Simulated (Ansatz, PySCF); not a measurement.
This Ansatz (an electronic-structure program) input computes a CCSD(T)/cc-pVDZ energy:

Ansatz 0.2 input:
```yaml
crystal:
  periodic: [false, false, false]
  atoms:
    - {symbol: B, position_ang: [0.16921358, -0.44969584, 0.25381394]}
    - {symbol: C, position_ang: [1.32801740, 0.04642195, -0.46326863]}
    - {symbol: C, position_ang: [-1.28159133, 0.26513779, 0.23425672]}
    - {symbol: H, position_ang: [0.23268719, -1.46872541, 0.93290649]}
    - {symbol: H, position_ang: [2.30725837, -0.43561526, -0.45037699]}
    - {symbol: H, position_ang: [1.31026773, 0.95120746, -1.07876905]}
    - {symbol: H, position_ang: [-1.29007071, 1.17167850, -0.38546028]}
    - {symbol: H, position_ang: [-1.61583126, 0.55917227, 1.24077769]}
    - {symbol: H, position_ang: [-2.06893565, -0.39859681, -0.15407613]}
basis:
  gaussian:
    orbitals: cc-pVDZ
total_charge: -1
magnetization: {spin_polarized: false}
correlation: {method: ccsd_t, electrons: outside_noble_gas}
```

Task: Write an input for the same energy in PySCF and say what it gives.

Result: 
```python
from pyscf import gto, scf, mp, cc as ccmod

mol = gto.M(
    atom='''
    B     0.16921358   -0.44969584    0.25381394
    C     1.32801740    0.04642195   -0.46326863
    C    -1.28159133    0.26513779    0.23425672
    H     0.23268719   -1.46872541    0.93290649
    H     2.30725837   -0.43561526   -0.45037699
    H     1.31026773    0.95120746   -1.07876905
    H    -1.29007071    1.17167850   -0.38546028
    H    -1.61583126    0.55917227    1.24077769
    H    -2.06893565   -0.39859681   -0.15407613
    ''',
    basis='cc-pvdz',
    charge=-1,
    spin=0,
    verbose=4,
)

mf = scf.RHF(mol)
mf.conv_tol = 1e-10
mf.max_cycle = 100
mf.kernel()
mp2 = mp.MP2(mf, frozen=3).run()
cc = ccmod.CCSD(mf, frozen=3)
cc.max_cycle = 100
cc.kernel()
et = cc.ccsd_t()
print(f'E(CCSD(T)) = {cc.e_tot + et:.9f}')
```
It gives -104.32735 Eh, and Ansatz -104.32735 Eh, a difference of 0.00 mEh.

It need not be the lowest isomer of its formula. Whether it binds its extra electron was not tested at this geometry.
